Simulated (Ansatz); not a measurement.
## Ansatz (development build ahead of 0.2.0) run

```yaml
crystal:
  periodic: [false, false, false]
  atoms:
    - { symbol: Ca, position_ang: [0.0, 0.0, 0.0] }
    - { symbol: F, position_ang: [0.0, 0.0, 4.531] }
basis:
  gaussian: { orbitals: def2-SVP }
magnetization:
  spin_polarized: true
  initial_magnetization: 1
hamiltonian:
  xc: hf
scf:
  omitted_lower_state_checks: [starts, atomic_configurations, cluster_reference, orbital_swaps, given_window_search, neighbouring_geometries, increment]
output:
  forces: true
```

The input is written out in the form of the current development build from the run's settings.

Results

```
Converged                       : yes
Total energy                    : -775.94457 hartree
Spin squared of the determinant : 0.764
Stability test                  : minimum
```

Forces (eV/Å):
```csv
atom,Fx,Fy,Fz
Ca1,0.000,0.000,-0.006
F2,0.000,0.000,0.006
```
